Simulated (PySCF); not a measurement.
Problem. Give a PBE0-D3(BJ)/def2-SVP geometry of InChI=1S/C6H6FN/c7-5-1-3-6(8)4-2-5/h1-4H,8H2.

Solution. 
```xyz
14
C6H6FN angstrom
N      2.4299   -0.0533    0.1095
C      1.0551    0.0874    0.0379
C      0.4453    1.3406    0.2174
C     -0.9393    1.4765    0.1950
C     -1.7344    0.3563   -0.0075
F     -3.0656    0.4848   -0.0334
C     -1.1614   -0.8957   -0.1865
C      0.2235   -1.0272   -0.1635
H      2.9714    0.7813   -0.0726
H      2.8155   -0.8739   -0.3385
H      1.0689    2.2235    0.3808
H     -1.4121    2.4507    0.3329
H     -1.8069   -1.7618   -0.3447
H      0.6716   -2.0148   -0.3010
```

Any rigid rotation of these coordinates is as good. Atoms count from 1 in this order. The 6-membered ring C2–C3–C4–C5–C7–C8 has internal angles of 118.0° to 121.1°; it is planar, 0.00 Å rms from its mean plane, widest ring torsion 0°. The 8 heavy atoms lie in one plane (0.012 Å rms). N1 (aniline-type nitrogen) is pyramidal (angles 116.0°, 116.0° and 112.7°, sum 344.7°, 0.26 Å off the plane of its three neighbours). Of the pairs four or more bonds apart, H10···H14 is among the closest relative to their van der Waals radii: 2.43 Å, 101 % of the sum of Bondi's values.

Bonds between heavy atoms (Å): N1–C2 1.384, C2–C3 1.405, C3–C4 1.391, C4–C5 1.388, C5–F6 1.338, C5–C7 1.389, C7–C8 1.391, C2–C8 1.405.

Method: PBE0-D3(BJ)/def2-SVP geometry optimisation, gas phase in PySCF 2.14.0.

Point group: Cs (every atom within 0.08 Å of its image). No frequency check.
